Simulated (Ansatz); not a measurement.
CH₄ClFOSSi, SMILES `O[Si](F)(Cl)CS`, relaxed with RKS PBE-D4/def2-SVP in Ansatz from a rough embedded geometry. The force threshold is 0.03 eV/Å; the program also tests the step.

Charge 0, multiplicity 1.

Start:

```xyz
10

O    -0.530   -0.930    1.468
Si   -0.312    0.475    0.611
F     0.334    1.487    1.643
Cl   -2.144    1.121    0.222
C     0.741    0.344   -0.877
S     0.172   -0.982   -2.020
H    -1.173   -0.886    2.176
H     0.786    1.255   -1.422
H     1.820    0.103   -0.641
H     0.307   -1.986   -1.160
```

Task: By how much does the energy fall, and how many steps does the optimiser take? (An estimate is asked.)

Result: Computed: 8.25 kcal/mol, in 6 steps.

Task: Which bonds change most? (Best estimate.)

Result: Ansatz gave: Si2–Cl4 from 1.981 to 2.066 Å; Si2–F3 from 1.583 to 1.634 Å; C5–H8 from 1.062 to 1.109 Å; Si2–C5 from 1.827 to 1.865 Å.

Task: Give the relaxed structure. (Estimate.)

Result: Computed: 
```xyz
10

O    -0.411   -0.974    1.369
Si   -0.319    0.509    0.631
F     0.327    1.603    1.659
Cl   -2.199    1.221    0.152
C     0.783    0.312   -0.861
S     0.196   -1.015   -1.988
H    -1.083   -1.074    2.067
H     0.762    1.248   -1.454
H     1.836    0.146   -0.549
H     0.107   -1.976   -1.026
```
